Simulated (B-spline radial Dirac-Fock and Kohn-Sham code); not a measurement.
Relativistic shifts of the levels of Ho¹²⁺

System: holmium as Ho¹²⁺, [Kr] 4d10 4f7 5s2.

Both columns are ΔSCF binding energies of the configuration average from a radial finite-basis atomic code: non-relativistic Hartree-Fock with a point nucleus, and Dirac-Fock with a finite nucleus and the Coulomb interaction alone, averaged over the two j levels with weights 2j+1.

```tsv
shell	Hartree-Fock (eV)	Dirac-Fock (eV)	shift (eV)	shift (%)
1s	52467.5	56119.6	+3652.07	+6.96
2s	8734.2	9683.5	+949.38	+10.87
2p	8321.8	8628.9	+307.07	+3.69
3s	2167.5	2394.8	+227.30	+10.49
3p	1981.0	2063.1	+82.14	+4.15
3d	1637.7	1622.9	-14.72	-0.90
4s	628.7	684.7	+56.00	+8.91
4p	551.5	570.9	+19.40	+3.52
4d	413.4	410.3	-3.04	-0.74
4f	245.4	239.4	-5.98	-2.44
5s	236.6	250.0	+13.38	+5.65
```

Relativity binds 1s, 2s, 2p, 3s, 3p, 4s, 4p, 5s more strongly, among those listed most of all 2s in relative terms, and 3d, 4d, 4f more weakly, because the contracted s and p shells screen the nucleus better.

Values without a named source are computed, but for edge energies of neutral atoms, which are taken from tables.
